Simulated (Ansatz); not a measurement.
Sr₅S₄⁺. Total charge 1; doublet. Geometry PBE-D4/def2-SVP; atoms count from 1.

Cartesian coordinates in Å:
```
Sr -2.036 2.724 0.397
Sr 1.076 -3.134 0.862
Sr -2.676 -1.540 -1.479
Sr 1.716 1.129 2.738
Sr 0.847 0.362 -1.112
S -1.963 1.062 -1.743
S 0.649 2.650 0.765
S -0.112 -2.421 -1.468
S 2.499 -0.833 1.041
```

In the def2 sets Sr takes a core potential; there is no spin–orbit coupling. The structure comes from a short search, and lower isomers may exist.

(1) Estimate the Mulliken populations from the PBE0/def2-TZVP orbitals of Ansatz.

(2) Where does the spin sit?

(3) And the Mayer bond orders between heavy atoms (over 0.3)?

Answers

(1) 
| atom | charge (e) | spin (α − β) |
| --- | --- | --- |
| Sr1 | 0.97 | 0.29 |
| Sr2 | 0.97 | 0.29 |
| Sr3 | 0.97 | 0.29 |
| Sr4 | 0.97 | 0.29 |
| Sr5 | 1.30 | -0.16 |
| S6 | -1.04 | 0.00 |
| S7 | -1.04 | 0.00 |
| S8 | -1.04 | 0.00 |
| S9 | -1.04 | 0.00 |
Mulliken values depend strongly on the basis.

(2) Summed by element: Sr 0.99, S 0.01, of 1 unpaired in all. Largest on single atoms: Sr2 0.29, Sr3 0.29, Sr4 0.29.

(3) Sr1–S6 0.63 (2.71 Å); Sr1–S7 0.64 (2.71 Å); Sr2–S8 0.63 (2.71 Å); Sr2–S9 0.63 (2.71 Å); Sr3–S6 0.63 (2.71 Å); Sr3–S8 0.64 (2.71 Å); Sr4–S7 0.64 (2.71 Å); Sr4–S9 0.64 (2.71 Å); Sr5–S6 0.36 (2.96 Å); Sr5–S7 0.36 (2.97 Å); Sr5–S8 0.36 (2.96 Å); Sr5–S9 0.36 (2.97 Å).
